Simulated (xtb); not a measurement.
CH₄Cl₂OSi₂, SMILES Cl[Si]1(CO[SiH2]1)Cl. All values are semi-empirical tight-binding results from xtb (GFN2-xTB unless named), good for trends rather than for accurate numbers. Geometry: GFN2-xTB. The structure was generated by enumeration, and PubChem lists no compound with its InChIKey, so it may never have been made.

```yaml
point_group_as_xtb_finds_it: Cs
orbital_gap: 3.93 eV
dipole_moment: 1.36 D
zero_point_energy: 31.8 kcal/mol
G − E(el) at 298.15 K (modified RRHO): 10.2 kcal/mol
static polarisability (D4 model): 94.7 bohr³
solvation energy, GFN2-xTB/ALPB(water): -0.8 kcal/mol
solvation energy, GFN2-xTB/ALPB(toluene): -3.9 kcal/mol
```
